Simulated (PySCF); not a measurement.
B2HO2 (calculated)

All values are calculated (PySCF 2.14.0). Calculation on a computer-drawn molecule: optimised geometry and harmonic frequencies of an isolated molecule of the commonest isotopes, restricted reference for singlets and unrestricted otherwise, frozen core in MP2.

Entry: B2HO2

Start structure:
```xyz
5
B2HO2
B     -2.4588     1.5122    -2.6345
O     -1.6735     0.6525    -2.6424
B     -0.7211    -0.3249    -2.6335
O      0.1232    -1.1510    -2.6661
H     -3.3276     2.3040    -2.6096
```

```
charge                                        : 1
multiplicity                                  : 1
method                                        : HF
basis                                         : cc-pVDZ
rotational constants                          : 4.301, 4.301 GHz
total energy                                  : -199.4794 hartree
convergence status largest gradient component : 2.361e-05 hartree/bohr
```

Drawn bonds:
```csv
atom,other atom,order
1,2,1
2,3,1
3,4,2
1,5,1
```

Optimised structure:
```xyz
5
B2HO2
B     -2.5140     1.5127    -2.6257
O     -1.6507     0.6385    -2.6367
B     -0.6892    -0.3355    -2.6490
O      0.1332    -1.1688    -2.6596
H     -3.3370     2.3459    -2.6152
```

Modes:
```csv
frequency (cm⁻¹),reduced mass (dalton)
96.66,4.493
96.66,4.493
477.1,11.26
477.1,11.26
815.1,1.342
815.1,1.342
817.9,9.805
1828,5.668
2307,12.11
3006,1.181
```
